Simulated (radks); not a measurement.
Computed order of ionisation of silicon. At each step one electron was removed from each of the four highest sub-shells of the ion before, moves of one valence electron (up to charge 6) and the configuration listed by NIST were tried, and the lowest configuration was kept. All-electron calculation, scalar-relativistic Kohn-Sham, r2SCAN, spin-polarised, spherical densities, finite nucleus; meta-GGA in the generalised Kohn-Sham scheme; Fermi nuclear charge, rms radius of each element as measured or else 0.836 A^(1/3) + 0.57 fm. Program: a radial shooting solver on a logarithmic mesh with Libxc functionals. Open shells are filled with parallel spins first.

| species | lowest configuration found | NIST configuration | margin to the next tried (eV) | IE (eV) | NIST IE (eV) | kind |
|---|---|---|---|---|---|---|
| Si | [Ne] 3s2 3p2 | same | 3.417 | 8.413 | 8.152 | exp. |
| Si+ | [Ne] 3s2 3p1 | same | 4.531 | 16.183 | 16.346 | exp. |
| Si2+ | [Ne] 3s2 | same | 6.139 | 32.935 | 33.493 | exp. |
| Si3+ | [Ne] 3s1 | same | 9.153 | 45.106 | 45.142 | exp. |
| Si4+ | [Ne] | same | 105.93 | 168.66 | 166.77 | exp. |
| Si5+ | [He] 2s2 2p5 | same | 44.745 | 206.21 | 205.28 | semi-emp. |
| Si6+ | [He] 2s2 2p4 | same | 43.548 | 244.60 | 246.57 | semi-emp. |
| Si7+ | [He] 2s2 2p3 | same | 41.996 | 306.89 | 303.59 | semi-emp. |
| Si8+ | [He] 2s2 2p2 | same | 14.437 | 353.36 | 351.3 | semi-emp. |
| Si9+ | [He] 2s2 2p1 | same | 16.101 | 400.26 | 401.38 | semi-emp. |
| Si10+ | [He] 2s2 | same | 19.579 | 472.29 | 476.27 | semi-emp. |
| Si11+ | [He] 2s1 | same | 1825.3 | 522.99 | 523.42 | theory |
| Si12+ | [He] | same | 1841.5 | 2439.1 | 2437.7 | theory |

Reference values: NIST Atomic Spectra Database (exp. = measured, semi-emp. = semi-empirical, theory = theoretical value adopted there). Open shells are spherical and high-spin; term and fine-structure splittings are not resolved. Tried without a valid solution: 1s1 2s2 2p4.
